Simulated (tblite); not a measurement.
Species: C7H12O4.
Atom-mapped SMILES: `[CH3:1][CH2:2][CH2:3][O:4][C:5](=[O:6])[C@@H:7]([CH3:8])[O:9][CH:10]=[O:11]` (hydrogens: H12, H13, H14 on C1; H15, H16 on C2; H17, H18 on C3; H19 on C7; H20, H21, H22 on C8; H23 on C10)

Structure used (GFN2-xTB), in Å, numbered top down from 1:
```xyz
23
C7H12O4 angstrom
C      2.4679    1.1082   -0.0371
C      2.6500   -0.3459   -0.4554
C      1.6148   -1.2641    0.1886
O      0.3078   -0.9827   -0.3258
C     -0.5557   -0.3745    0.4733
O     -0.3802   -0.0932    1.6261
C     -1.8731   -0.1163   -0.2722
C     -2.7777   -1.3370   -0.1837
O     -2.5419    0.9862    0.3438
C     -1.8836    2.1303    0.3298
O     -0.8307    2.3334   -0.2005
H      3.2255    1.7309   -0.5060
H      2.5568    1.2078    1.0423
H      1.4901    1.4812   -0.3325
H      2.5672   -0.4330   -1.5402
H      3.6387   -0.7004   -0.1576
H      1.6014   -1.1304    1.2744
H      1.8166   -2.3105   -0.0558
H     -1.6385    0.1328   -1.3146
H     -3.7200   -1.1322   -0.6849
H     -2.9774   -1.5689    0.8593
H     -2.2930   -2.1848   -0.6589
H     -2.4697    2.8900    0.8706
```

Method: GFN2-xTB as coded in tblite; computed harmonic values from a numerical Hessian at the method's own geometry, unscaled. Against measured fundamentals such values can be off by several per cent, at times by over 20. One conformer, not necessarily the lowest.

Harmonic wavenumbers (cm⁻¹): 32.4, 43.2, 75.1, 89.9, 111.1, 140.3, 181.6, 191.1, 222.3, 245.8, 285.2, 325.7, 349.1, 372.2, 433.3, 499.6, 675.5, 701.1, 765.1, 810.9, 852.9, 897.1, 922.1, 938.3, 939.6, 980.1, 1047.2, 1091.6, 1102.0, 1111.2, 1135.2, 1143.0, 1163.6, 1175.7, 1237.5, 1251.4, 1260.2, 1278.4, 1324.0, 1338.0, 1340.6, 1390.2, 1422.4, 1435.3, 1465.3, 1470.8, 1479.9, 1497.8, 1505.8, 1778.2, 1792.6, 2850.8, 2919.0, 2955.7, 2958.7, 2982.2, 2994.8, 3042.0, 3044.6, 3048.3, 3052.8, 3055.5, 3057.7.

A = 1656, B = 811.2, C = 625.1 MHz; mass 160.074 u (most abundant isotopes); point group C1, symmetry number 1.

What is the zero-point energy?

Half the sum of the wavenumbers: 40640 cm⁻¹ = 116.20 kcal/mol.

What is S at 298.15 K and 1 bar for an ideal gas of classical rigid rotors and harmonic oscillators?

Translation 41.15, rotation 30.33, vibration 41.91: S = 113.4 cal/(mol K).

And Cp and H(298.15 K) − H(0)?

Cp = 45.89 cal/(mol K), of which vibrations give 37.94 (their classical limit is 63 R = 125.2); H(298.15 K) − H(0) = 8.56 kcal/mol without the zero-point energy, 6.19 from vibrations.

How do the functions run with temperature in this model?

| T (K) | S (cal/(mol K)) | Cp (cal/(mol K)) | H − H(0) (kcal/mol) | G − H(0) (kcal/mol) | ln q(vib) |
| --- | --- | --- | --- | --- | --- |
| 150 | 88.1 | 30.0 | 2.97 | -10.24 | 5.14 |
| 250 | 105.8 | 40.4 | 6.48 | -19.97 | 8.93 |
| 400 | 128.5 | 57.6 | 13.84 | -37.57 | 14.13 |
| 600 | 155.7 | 76.8 | 27.39 | -66.05 | 20.63 |
| 900 | 190.7 | 95.5 | 53.47 | -118.19 | 29.70 |

q(vib) and H(0) count from the zero-point level.

Blend soft modes into free rotors: weight 1/[1 + (100 cm⁻¹/ν̃)⁴] for the oscillator and the rest for a rotor with moment μB/(μ + B), μ = h/(8π²ν), B = 10⁻⁴⁴ kg m². What vibrational entropy results?

37.54 cal/(mol K) in place of 41.91, which changes −T·S at 298.15 K by +1.30 kcal/mol.

Which modes carry the vibrational entropy at 298.15 K?

32.4 cm⁻¹: 5.68; 43.2 cm⁻¹: 5.11; 75.1 cm⁻¹: 4.02; 89.9 cm⁻¹: 3.66; 111.1 cm⁻¹: 3.25; 140.3 cm⁻¹: 2.80 cal/(mol K); the other 57 give 17.40 together.

Hindered rotation and anharmonicity are outside this model. Other conformers, if any are populated, would add a mixing term that is left out. The structure is chiral; the term R ln 2 for an equal mix with its mirror image is left out.

Hardware: one thread of an Arm Neoverse N1, no GPU (shared host). This covers the Hessian and the dipole derivatives.
